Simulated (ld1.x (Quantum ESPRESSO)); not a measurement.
# Before and after: TM potential for Sc (Z = 21)

* Element: Sc (Z = 21)
* Generator: ld1.x (Quantum ESPRESSO) 7.5
* Type: norm-conserving Troullier–Martins (Kleinman–Bylander form)
* Functional: BP86
* Relativity: scalar-relativistic
* Frozen core: [Ne]
* Valence charge: 11
* Reference configuration: 3s2 3p6 3d1 4s2 4p0
* Partial waves: 3s (bound): rc 1.05 bohr; 3p (bound): rc 1.90 bohr; 3d (bound): rc 1.45 bohr
* Local potential: all-electron potential smoothed inside 1.20 bohr (lloc = -1)
* Core correction: none

Occupied shells without a wave of their own: 4s. They enter only through the test configuration that unscreens the potential.

Change: wave 3s (bound): rc 1.05 bohr becomes 3s (bound): rc 1.54 bohr.

Cutoffs: the cutoffs (Ry, on a coarse ladder) from which the occupation-weighted sum of valence levels, in a spherical-Bessel basis at the reference potential, stays within 10 and 1 mRy of its value at 400 Ry; they do not see the model core or the augmentation charge, which bear on the density cutoff. Errors are all-electron minus pseudo energies relative to the spin-unpolarised reference configuration.

Task: Predict the effect on cutoff, ghosts and configuration errors.

Result: The potential gets softer (110 Ry and 180 Ry → 70 Ry and 90 Ry); of the 7 tests that both files solve, the error grows in 7 and shrinks in 0 by more than 15 % and 0.3 meV (median size 65.0 → 249.9 meV); neither file shows a bound ghost. A larger radius leaves more room for a smooth pseudo-wave, so fewer plane waves are needed. More of the atom is replaced by a form fitted at one configuration, so other configurations suffer.

| quantity | base | changed |
| --- | --- | --- |
| cutoff, loose | 110 Ry | 70 Ry |
| cutoff, tight | 180 Ry | 90 Ry |
| loose cutoff by channel (10 mRy a level) | s 90 Ry, p 30 Ry, d 70 Ry | s 30 Ry, p 30 Ry, d 70 Ry |
| bound ghosts | none | none |
| largest miss of a reference level, eV | 0.05 | 0.18 |
| error for 3s2 3p6 3d1 4s1 4p0, meV [ΔE 7.06 eV] | -65 | -250 |
| error for 3s2 3p6 3d1 4s0 4p0, meV [ΔE 19.88 eV] | -174 | -674 |
| error for 3s2 3p6 3d0 4s0 4p0, meV [ΔE 44.76 eV] | -262 | -1090 |
| error for 3s2 3p6 3d1 4s1.5 4p0, meV [ΔE 2.83 eV] | -28 | -108 |
| error for 3s2 3p6 3d0 4s2 4p0, meV [ΔE 8.51 eV] | +30 | +77 |
| error for 3s1 3p6 3d1 4s2 4p0, meV [ΔE 62.04 eV] | +23 | +61 |
| error for 3s2 3p6 3d1 4s0 4p1, meV [ΔE 10.51 eV] | -125 | -523 |
| s: phases at 2.04 bohr within 0.05 rad from the reference energy up to (Ry; the scan ends near 5) | 0.8 | -0.1 |
| p: phases at 2.04 bohr within 0.05 rad from the reference energy up to (Ry; the scan ends near 5) | 2.1 | 2.1 |
| d: phases at 2.04 bohr within 0.05 rad from the reference energy up to (Ry; the scan ends near 5) | 3.3 | 3.3 |

Base: The 4s level has no wave, so the channel is fitted at the deeper level alone: the likely source of the large errors. Changed file: The 4s level has no wave, so the channel is fitted at the deeper level alone: the likely source of the large errors.
